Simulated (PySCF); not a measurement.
## EPR parameters of C4H9OS2

Species: C4H9OS2 (doublet state).
Z-matrix (Å and degrees, GFN2-xTB geometry), rows numbered from 1:
```
C 
O   1  1.4067
C   2  1.3782  1  117.64
S   3  1.7498  2  111.48  1  -178.42
C   3  1.4890  2  122.84  1    36.40
C   5  1.5360  3  111.50  2    70.19
S   6  1.8261  5  112.34  3  -176.84
H   1  1.0947  2  111.33  3    54.51
H   1  1.0888  2  105.64  3   173.15
H   1  1.0938  2  111.84  3   -68.01
H   4  1.3302  3   94.56  2    29.30
H   5  1.0928  3  107.86  2  -170.19
H   5  1.0926  3  110.80  2   -51.81
H   6  1.0897  5  111.19  3   -59.54
H   6  1.0899  5  110.69  3    61.72
H   7  1.3308  6   95.79  5   -63.70
```

The hyperfine couplings belong to this conformer and change with its torsions.

The species is `CO[C](S)CCS` [radical].

The calculation used UKS B3LYP, pcH-1 on C H O S, non-relativistic, mean-field spin-orbit, GIAO in PySCF 2.14.0. One conformer (not necessarily the lowest) at the GFN2-xTB geometry, without solvent, vibrations or thermal averaging. Couplings are sensitive to structure, and on GFN2-xTB geometries they can be far from those on DFT ones. Stability of the SCF solution: not tested.

```
g1, g2, g3                      : 2.00207, 2.00418, 2.00585
g_iso                           : 2.00403
Form of g                       : rhombic: the two nearest values differ by 44 % of g3 − g1
⟨S²⟩                            : 0.7538 (exact 0.7500)
α and β electrons               : 37, 36
HOMO–LUMO gap, α and β orbitals : 4.53, 5.40 eV
Basis functions                 : 285
```

Isotropic coupling and dipolar principal values T1 to T3, in MHz:

| atom | isotope | a_iso | of which spin–orbit | T1 | T2 | T3 | Mulliken spin population |
| --- | --- | --- | --- | --- | --- | --- | --- |
| C1 | 13C | -1.2 | 0.0 | -1.5 | -0.8 | 2.3 | -0.01 |
| O2 | 17O | -20.2 | 0.0 | -50.5 | 23.8 | 26.7 | 0.09 |
| C3 | 13C | 212.2 | 0.3 | -71.1 | -68.7 | 139.7 | 0.76 |
| S4 | 33S | 1.6 | -0.3 | -16.2 | -11.4 | 27.5 | 0.10 |
| C5 | 13C | -8.8 | 0.0 | -2.4 | -2.1 | 4.5 | -0.04 |
| C6 | 13C | 72.0 | 0.0 | -4.7 | -4.6 | 9.3 | 0.04 |
| S7 | 33S | 0.1 | 0.0 | -2.5 | -1.7 | 4.3 | 0.02 |
| H8 | 1H | 11.1 | 0.0 | -3.9 | -3.4 | 7.3 | 0.02 |
| H9 | 1H | -1.8 | 0.0 | -2.9 | -2.3 | 5.1 | 0.00 |
| H10 | 1H | 8.3 | 0.0 | -3.0 | -2.5 | 5.5 | 0.01 |
| H11 | 1H | 11.0 | 0.0 | -3.4 | -2.4 | 5.9 | 0.00 |
| H12 | 1H | 11.4 | 0.0 | -5.4 | -4.2 | 9.6 | 0.00 |
| H13 | 1H | 30.7 | 0.0 | -5.4 | -4.1 | 9.5 | 0.01 |
| H14 | 1H | -3.4 | 0.0 | -3.9 | -1.5 | 5.3 | 0.00 |
| H15 | 1H | -3.5 | 0.0 | -3.8 | -1.2 | 5.0 | 0.00 |
| H16 | 1H | 0.2 | 0.0 | -1.3 | -0.5 | 1.9 | 0.00 |

Largest spin populations (Mulliken): C3 (+0.76), S4 (+0.10) and O2 (+0.09). C3 is the only atom above +0.15. The angles at C3 add up to 350.6°, so it is slightly pyramidal.

Axes: g2 points within 8° of the C3–S4 bond and g3 points within 11° of the S4–H11 bond.

Under fast tumbling the dipolar parts average out, and these isotropic splittings remain: 2 × 1H (H12/H13, I = 1/2, 3 lines) with 0.75 mT, 1 × 1H (H11, I = 1/2, 2 lines) with 0.39 mT, 3 × 1H (H8/H9/H10, I = 1/2, 4 lines) with 0.21 mT and 2 × 1H (H14/H15, I = 1/2, 3 lines) with 0.12 mT.

Class means assume fast exchange of nuclei equivalent by connectivity; if that motion is slow, each nucleus keeps its own coupling. The three 1H nuclei of mean +5.9 MHz run from -1.8 to 11.1 MHz in the frozen geometry. The 1H value of +21.1 MHz is a mean of couplings from 11.4 to 30.7 MHz in this one geometry, not an average over conformers.

The 13C coupling of C3 (212.2 MHz) shows only in satellite lines or after enrichment, since that isotope makes up about 1.07 % of natural carbon.

The 17O coupling of O2 (-20.2 MHz) shows only in satellite lines or after enrichment, since that isotope makes up about 0.038 % of natural oxygen.

On an Arm Neoverse V1 with one thread, shared host with 32 logical CPUs at a one-minute load of 18, this took 97 s (with the writing of density and orbital grids) and 0.97 GiB of memory at its peak.
